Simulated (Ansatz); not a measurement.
```yaml
crystal:
  periodic: [false, false, false]
  atoms:
    - {symbol: C, position_ang: [-0.526204, -1.184754, 1.734370]}
    - {symbol: N, position_ang: [-0.467623, -0.082697, 0.470520]}
    - {symbol: W, position_ang: [0.342792, 1.051450, -0.311321]}
    - {symbol: N, position_ang: [0.366094, 0.230260, -2.247147]}
    - {symbol: O, position_ang: [1.592576, 1.538880, 0.131039]}
    - {symbol: Cl, position_ang: [-1.045121, 2.787180, -0.457910]}
    - {symbol: H, position_ang: [-1.314669, -0.863297, 2.283055]}
    - {symbol: H, position_ang: [-0.629765, -2.315916, 1.384789]}
    - {symbol: H, position_ang: [0.213635, -1.142149, 2.395803]}
    - {symbol: H, position_ang: [1.394074, 0.650310, -2.836438]}
    - {symbol: H, position_ang: [0.090305, -0.668956, -2.452745]}
basis:
  gaussian: {orbitals: def2-SVPD, fitting: {mean_field: cc-pVTZ-jkfit}}
hamiltonian: {xc: {name: PBE}, dispersion: d4}
output: {forces: true}
```

```sh
$ ansatz run in.yaml --threads 4 --pin off --events-out ev --progress --plain --max-ram 11315MiB
```

(1) How does Ansatz answer? (Estimate.)

Answers

(1) The calculation gave: The input was rejected before any iteration.
```
Functional definition: PBE
  name "PBE"
  cite "Perdew, Burke & Ernzerhof, Phys. Rev. Lett. 77, 3865 (1996) doi:10.1103/PhysRevLett.77.3865"
  parent pbe
  parameter kappa = 0.804
  parameter beta = 0.06672455060314922
  exchange = pbe_x(kappa = kappa, mu = beta*pi^2/3)
  correlation = pbe_c(beta = beta)
Error: <dir> the basis set cc-pVTZ-JKFIT has no functions for W
```
